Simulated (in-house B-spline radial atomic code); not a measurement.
Results of a calculation; reference values are marked as such.
**Stopping and range of 50 keV Ar in Si**

The pair potential comes from two frozen, spherical free-atom densities (PBE, B-spline radial code, scalar-relativistic past argon): electrostatics plus the change in Thomas-Fermi kinetic and Dirac exchange energy where they overlap, the recipe behind the universal ZBL potential, which averages such potentials (from solid-state densities) over many pairs. It is written V = (Z1 Z2 e²/r) φ(r/a), with e² = 14.3996 eV·Å and a = 0.46850 Å/(Z1^0.23 + Z2^0.23); ZBL's fit is φ = 0.18175 e^(−3.1998x) + 0.50986 e^(−0.94229x) + 0.28022 e^(−0.4029x) + 0.02817 e^(−0.20162x). Where φ falls below 4e-4 it is continued as an exponential.

The target is taken as amorphous, with density 2.329 g/cm³ (NSM archive of the Ioffe Institute); channelling is ignored. Masses: Ar 39.95, Si 28.09 u. Nuclear stopping is S_n = 4π a Z1 Z2 e² M1/(M1 + M2) × s_n(ε), with s_n integrated over impact parameters for each pair. Electronic stopping is Lindhard and Scharff's S_e = Z1^(1/6) 8π e² a0 Z1 Z2/(Z1^(2/3) + Z2^(2/3))^(3/2) × v/v0, with a0 = 0.529177 Å and v = v0 at 24.801 keV/u; it misses the oscillations with Z1 seen in experiment, which reach tens of per cent. Compounds add by atom fraction.

```json
{"target atom": "Si", "a (Å)": "0.12398", "ε at this energy": "0.7053", "s_n, this pair": "0.3584", "s_n, ZBL potential": "0.3311"}
```

Problem. What are the atom density and the stopping powers at entry?

Solution. N = 2.329 × 0.602214/28.09 = 0.04993 atoms/Å³. For Si: S_n = 3319 × 0.3584 = 1190 eV·Å², S_e = 1.7389 × √50000 = 388.8 eV·Å². Averaged over the target's atoms and times N × 10 Å/nm, the ion loses N S_n = 594 eV/nm to recoils and N S_e = 194 eV/nm to electrons; the nuclear share is 75 %.

Along the track:

```csv
E (keV),N S_n (eV/nm),N S_e (eV/nm)
2.5,453,43.4
7.5,578,75.2
15,623,106
25,629,137
37.5,615,168
50,594,194
```

Problem. Estimate the path length and the projected range.

Solution. With continuous slowing down the path is the integral of dE/(N (S_n + S_e)). Trapezoids over the table give 65.2 nm, and the stretch below the first row, with stopping taken as √E, adds 2E/(N S) = 10 nm: 75.3 nm in all, against 72.9 nm on a fine grid from 5 eV. Deflections shorten the depth: to first order in the energy passed on, N (S_n + S_e) dR_p/dE = 1 − N S_n (M2/M1) R_p/(2E), summed over the target's atoms, and integrating this on the fine grid gives R_p = 53.1 nm, 0.73 of the path. Lindhard's rule of thumb R/(1 + M2/3M1), with mean M2/M1 = 0.70, gives 59.1 nm. On the ZBL potential the same equation gives 56.9 nm, and the full integral equation, which keeps hard collisions, 60.3 nm.
